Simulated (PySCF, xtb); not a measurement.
Na(OH) (HNaO), SMILES [Na][OH].

GFN2-xTB (xtb) at its own geometry gives an orbital gap of 1.15 eV and a dipole moment of 5.10 D.

The structure is a stationary point at PBE0-D3(BJ)/def2-TZVPD. The isomer is the one that the SMILES or the coordinates give; other isomers of the formula were not compared.

**Question.** What does r2SCAN/def2-TZVPD (PySCF) give? (Estimate from the structure and the level; the computed values follow.)

**Answer.** gap 2.95 eV (levels -3.98 and -1.02 eV), dipole 6.65 D.
